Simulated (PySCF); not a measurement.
# Energy of Ru²⁺ (ruthenium, charge +2) between two integer charges

The 4d beta orbital of [Kr] 4d6 is emptied in steps (occupation f), with all orbitals relaxed, ending at [Kr] 4d5. Computed with PySCF 2.14 in def2-SVP with the def2 core potential (28 electrons), with scalar relativity through the core potential. The exact energy is a straight line in f; departures are measured from the line between the end points of the same method.

```json
{"f": "1", "PBE0 (eV)": "0.000", "r2SCAN (eV)": "0.000", "LC-wPBE (eV)": "0.000"}
{"f": "0.75", "PBE0 (eV)": "-0.821", "r2SCAN (eV)": "-1.055", "LC-wPBE (eV)": "-0.275"}
{"f": "0.5", "PBE0 (eV)": "-1.102", "r2SCAN (eV)": "-1.402", "LC-wPBE (eV)": "-0.373"}
{"f": "0.25", "PBE0 (eV)": "-0.831", "r2SCAN (eV)": "-1.041", "LC-wPBE (eV)": "-0.283"}
{"f": "0", "PBE0 (eV)": "0.000", "r2SCAN (eV)": "0.000", "LC-wPBE (eV)": "0.000"}
```

Question: For LC-wPBE, how does the orbital energy at f = 1 compare with the removal energy?

Answer: −ε = 27.098 eV against a total-energy difference of 28.542 eV. By Janak's theorem ε = ∂E/∂f, so the gap between them reflects the curvature. Along the path −ε is 27.788 (f = 0.75), 28.520 (f = 0.5), 29.284 (f = 0.25) eV.

```json
{"method": "PBE0", "E(f=0) − E(f=1) (eV)": "28.497", "−ε at f=1 (eV)": "24.152", "−ε at f=0.5 (eV)": "28.472"}
{"method": "r2SCAN", "E(f=0) − E(f=1) (eV)": "28.115", "−ε at f=1 (eV)": "22.490", "−ε at f=0.5 (eV)": "28.149"}
{"method": "LC-wPBE", "E(f=0) − E(f=1) (eV)": "28.542", "−ε at f=1 (eV)": "27.098", "−ε at f=0.5 (eV)": "28.520"}
```

Reference removal energy between the ground levels: 28.47 eV (semi-empirical (NIST evaluation); NIST Atomic Spectra Database, ionization energies). The calculation has no spin-orbit coupling. The determinant left behind need not be the lowest term of the ion.
